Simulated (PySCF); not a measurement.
**Correlation energy of Si⁹⁺ (silicon, charge +9)**

Starting occupation: [He] 2s2 2p1, 2p3/2 with m_j = +3/2. Calculation: PySCF 2.14, in an even-tempered Gaussian basis (18 s from 1.2 bohr⁻², ratio 2.4; 10 p from 1.6 bohr⁻², ratio 2.4; 5 d from 6.1 bohr⁻², ratio 2.6; 5 f from 9.1 bohr⁻², ratio 2.6); X2C-1e with screened-nucleus spin-orbit coupling, Gaussian nucleus. Frozen: nothing; 5 electrons correlated; the 30 highest virtual spinors left out.

MP2 pair energies summed by pair of shells (mhartree):

```
       pair  energy  share (%)
2s1/2-2s1/2  -63.31       40.2
1s1/2-1s1/2  -40.46       25.7
2p3/2-2s1/2  -34.21       21.7
1s1/2-2s1/2  -11.92        7.6
1s1/2-2p3/2   -7.77        4.9
```

Total MP2 correlation energy: -157.67 mhartree.
